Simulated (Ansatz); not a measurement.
Reaction (redistribution): `C[SiH2]B(N)Cl` + `F[CH2][SnH3]` → `NB(Cl)CF` + `C[SiH2][SnH3]`

Calculated with Ansatz (gas phase, PBE0-D4/def2-TZVP geometries, no zero-point term in ΔE). CCSD(T)/CBS is the MP2 limit (def2-TZVPP, def2-QZVPP) plus CCSD(T) − MP2 in def2-TZVPP, frozen cores. Functionals use def2-TZVPP. B3LYP here is the variant with VWN-RPA as its local correlation; programs differ in this. def2 core potentials past Kr. For Sn outer-core shells are correlated without core-valence functions, which leaves a few kJ/mol of doubt a bond. One conformer a species, not always the lowest.

`C[SiH2]B(N)Cl`:

```xyz
12

C    -0.399   -1.558    1.229
Si   -0.726   -0.487   -0.276
B     0.797    0.792   -0.623
N     0.630    2.149   -0.849
Cl    2.460    0.151   -0.643
H    -0.318   -0.947    2.131
H    -1.200   -2.284    1.378
H     0.540   -2.102    1.105
H    -1.999    0.277   -0.097
H    -0.907   -1.354   -1.477
H     1.397    2.777   -1.031
H    -0.276    2.585   -0.847
```

`F[CH2][SnH3]`:

Z-matrix (Å, degrees):
```
C
Sn 1 2.169
F 1 1.386 2 110.1
H 1 1.093 2 110.6 3 119.7
H 1 1.093 2 110.6 3 -119.7
H 2 1.709 1 108.5 3 180.0
H 2 1.705 1 109.3 3 -60.4
H 2 1.705 1 109.3 3 60.3
```

`NB(Cl)CF`:

Z-matrix (Å, degrees):
```
C
F 1 1.383
B 1 1.582 2 113.4
H 1 1.097 2 107.8 3 123.9
H 1 1.099 2 107.8 3 -121.1
Cl 3 1.765 1 120.0 2 -24.0
N 3 1.388 1 120.9 2 158.3
H 7 1.006 3 123.1 1 -4.0
H 7 1.006 3 122.6 1 175.6
```

`C[SiH2][SnH3]`:

```xyz
11

C    -1.701    0.272    0.586
Si   -0.463   -0.691   -0.443
Sn    1.903    0.267   -0.206
H    -2.703   -0.148    0.473
H    -1.733    1.319    0.276
H    -1.434    0.240    1.644
H    -0.847   -0.655   -1.882
H    -0.441   -2.120   -0.022
H     2.421    0.225    1.424
H     1.958    1.899   -0.716
H     3.040   -0.607   -1.135
```

Question: Is it downhill or uphill in electronic energy at CCSD(T)/CBS, and by how much? (An estimate is asked.)

Answer: The calculation gave: Downhill: ΔE = -68.2 kJ/mol.

Question: What do these levels give: revPBE-D4, BLYP-D4, B3LYP-D4, r2SCANh, RPA@PBE/def2-TZVPP, MP2/def2-TZVPP? (An estimate is asked.)

Answer: The calculation gave: revPBE-D4 -65.0, BLYP-D4 -63.6, B3LYP-D4 -68.8, r2SCANh -73.0, RPA@PBE/def2-TZVPP -61.6, MP2/def2-TZVPP -69.4 kJ/mol.

Question: What do rigid-rotor, harmonic-oscillator terms from PBE0-D4/def2-TZVP frequencies (298.15 K, 1 bar) make of the CCSD(T)/CBS value? (Estimate.)

Answer: The calculation gave: ΔZPE = +1.5 kJ/mol, ΔH = -66.8 kJ/mol, ΔS = 1 J/(mol·K), ΔG = -67.0 kJ/mol. Modes under 50 cm⁻¹ make the entropy rough.

Largest T1 diagnostic among the species: 0.013.

From BLYP to BHLYP (50 % exact exchange), in def2-TZVPP and without D4, ΔE moves by −10.4 kJ/mol. At CCSD(T), def2-SVP lies −7.1 kJ/mol from the extrapolated value and def2-TZVPP +1.5 kJ/mol.
